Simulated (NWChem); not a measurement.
Species: SiHOF, singlet; SMILES O[Si]F

```xyz
4

Si     0.6214     0.0125     0.0000
F     -0.4211    -1.2591     0.0000
O     -0.4493     1.2760     0.0000
H     -1.3979     1.0886     0.0000
```
Atoms are numbered in this order, from 1.

Level: PBE0/def2-SVP (NWChem); excitation at 532 nm, off resonance, unscaled harmonic frequencies. Low-valent species are run as closed-shell singlets; no triplet was tried in these runs. Structure relaxed at the PBE0/def2-SVP level.

### Question
Give the Raman lines with relative activities.

### Answer
```json
[
 {"wavenumber (cm⁻¹)": "307", "relative intensity": "1.2"},
 {"wavenumber (cm⁻¹)": "523", "relative intensity": "3.1"},
 {"wavenumber (cm⁻¹)": "721", "relative intensity": "2.4"},
 {"wavenumber (cm⁻¹)": "851", "relative intensity": "2.1"},
 {"wavenumber (cm⁻¹)": "901", "relative intensity": "5.2"},
 {"wavenumber (cm⁻¹)": "3856", "relative intensity": "100"}
]
```
